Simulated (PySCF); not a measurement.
C4H11BF2Ge.
Cartesian coordinates in Å at the PBE0-D3(BJ)/def2-SVP level; atoms count from 1:
```xyz
19
C4H11BF2Ge angstrom
C     -0.113    0.960   -1.317
C     -0.503    0.141   -0.087
C     -1.732    0.746    0.588
C     -0.780   -1.309   -0.485
Ge     1.012    0.169    1.203
B      2.631   -0.762    0.307
F      3.253   -0.204   -0.716
F      3.056   -1.960    0.658
H      0.094    2.011   -1.061
H      0.783    0.555   -1.815
H     -0.934    0.955   -2.056
H     -1.558    1.788    0.898
H     -2.031    0.173    1.480
H     -2.590    0.746   -0.109
H     -1.637   -1.358   -1.180
H      0.081   -1.768   -0.999
H     -1.025   -1.937    0.386
H      0.608   -0.566    2.498
H      1.358    1.634    1.545
```

The calculation used TDDFT PBE0/def2-SVPD, vertical, gas phase, core orbitals frozen in the response in PySCF. The PBE0/def2-SVPD calculation is non-relativistic and has no spin–orbit coupling, an omission that weighs most on germanium.

Kohn–Sham orbitals with the atoms that hold most of them (Löwdin shares over 4%, at most four atoms; ? is withheld):

```tsv
orbital	ε (eV)	atoms
HOMO-3	-9.65	C3 23%, C2 20%, C4 15%, C1 12%
HOMO-2	-9.36	Ge5 34%, H19 21%, H18 20%, C2 7%
HOMO-1	-8.80	?
HOMO	-7.78	?
LUMO	?	B6 36%, Ge5 19%, F8 14%, F7 13%
LUMO+1	0.28	B6 26%, Ge5 18%, H18 6%, H19 5%
LUMO+2	0.98	B6 20%, Ge5 17%, C3 8%, F8 7%
```

(1) Give the leading atoms of the HOMO.

(2) Which atoms hold the HOMO-1, and with what shares?

(3) What is the LUMO energy, and the HOMO–LUMO gap?

## Answers

(1) C2 (bonded to 3 C and Ge) 29%; Ge5 (bonded to B, C and 2 H) 22%; C3 (bonded to C and 3 H) 8%; B6 (bonded to 2 F and Ge) 7%. By element: carbon 37% or more, germanium 22%, boron 7%.

(2) Ge5 (bonded to B, C and 2 H) 32%; B6 (bonded to 2 F and Ge) 20%; H19 (bonded to Ge) 9%; H18 (bonded to Ge) 9%. By element: germanium 32%, boron 20%, hydrogen 18% or more.

(3) ε(LUMO) = -1.00 eV; the gap is 6.78 eV (0.2491 hartree).

Question: How does S1 compare with the orbital gap of 6.78 eV?

Answer: S1 is at 5.77 eV (f = 0.105), 1.01 eV below the gap, made of HOMO→LUMO (97%). 

Question: Give energy, strength and leading configuration of S1, S2, S3 and S4, and follow the Löwdin shares of the leading atoms from the occupied to the empty orbital.

Answer: 
- S1 (5.77 eV, f 0.105), HOMO→LUMO (97%): C2 29% → at most 13%, Ge5 22% → 19%, B6 7% → 36%
- S2 (6.46 eV, f 0.013), HOMO-1→LUMO (96%): Ge5 32% → 19%, B6 20% → 36%
- S3 (7.08 eV, f 0.156), HOMO→LUMO+1 (90%): C2 29% → at most 6%, Ge5 22% → 18%, B6 7% → 26%
- S4 (7.11 eV, f 0.028), HOMO-2→LUMO (89%): Ge5 34% → 19%, H19 21% → at most 13%, B6 at most 7% → 36%

Löwdin shares depend on the basis, the more so with diffuse functions.

One conformer stands for the species.
